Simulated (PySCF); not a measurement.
A PySCF script (with the pyscf-properties extension) for the NMR shieldings of SMILES CCPCN(C)C, C5H14NP, on a GFN2-xTB geometry:

```python
import basis_set_exchange as bse
import numpy as np
from pyscf import gto, dft
from pyscf.prop import nmr

atoms = """
C     3.413715    0.180762   -0.509610
C     2.202363   -0.226951    0.317602
P     0.625115   -0.021617   -0.652168
C    -0.529704   -0.080981    0.856592
N    -1.937940   -0.092897    0.582525
C    -2.345897   -1.296486   -0.107400
C    -2.359209    1.093232   -0.128267
H     3.461003   -0.399160   -1.429113
H     3.355435    1.234272   -0.777299
H     4.331958    0.016770    0.051529
H     2.150525    0.360336    1.239487
H     2.278412   -1.283393    0.593876
H     0.707585    1.378310   -0.710442
H    -0.301301    0.774315    1.501002
H    -0.273382   -0.998548    1.398247
H    -2.104557   -2.161734    0.508473
H    -3.422222   -1.269991   -0.268962
H    -1.841680   -1.402484   -1.080924
H    -1.903839    1.156482   -1.130249
H    -3.442721    1.082282   -0.235328
H    -2.072577    1.974422    0.444066
"""
names = dict.fromkeys(["C", "P", "N", "H"], "pcSseg-1")
basis = {el: gto.basis.parse(bse.get_basis(n, elements=[el], fmt="nwchem")) for el, n in names.items()}
mol = gto.M(atom=atoms, basis=basis, charge=0, verbose=0)
mf = dft.RKS(mol, xc="PBE0")
mf.grids.level = 2
mf.grids.alignment = dft.numint.BLKSIZE   # the property module wants whole blocks of grid points
mf.conv_tol = 1e-9
mf.kernel()

calc = nmr.RKS(mf)   # GIAO
C = mf.mo_coeff
Co = C[:, mf.mo_occ > 0]
resp = mf.gen_response(singlet=True, hermi=2)
def vind(x):   # induced exchange potential for any number of trial vectors
    d = np.einsum("pi,xij,qj->xpq", C, 2 * x.reshape(-1, C.shape[1], Co.shape[1]), Co, optimize=True)
    return np.einsum("xpq,pi,qj->xij", resp(d - d.transpose(0, 2, 1)), C, Co, optimize=True).ravel()
mo1, _ = nmr.rhf.solve_mo1(calc, with_cphf=vind)
sigma = calc.kernel(mo1)
for i, s in enumerate(sigma):   # ppm
    print("%2d %-2s %9.2f" % (i, mol.atom_pure_symbol(i), np.trace(s) / 3))
```

Q: What does it print?

A: 
```
 0 C     171.50
 1 C     168.40
 2 P     441.56
 3 C     126.47
 4 N     228.66
 5 C     141.22
 6 C     140.30
 7 H      30.39
 8 H      30.77
 9 H      30.15
10 H      30.18
11 H      30.63
12 H      29.05
13 H      27.77
14 H      29.00
15 H      29.53
16 H      29.56
17 H      29.03
18 H      29.69
19 H      29.43
20 H      29.37
```

These numbers come from an equivalent density-fitted implementation of the same equations, which agrees with the script to about 0.01 ppm for H and up to a few tenths of a ppm for heavy atoms, so last digits may differ.

Size and cost of the density-fitted run: 196 basis functions, 42 s wall time on 1 thread of an Arm Neoverse V2, shared host; peak memory 0.85 GiB.
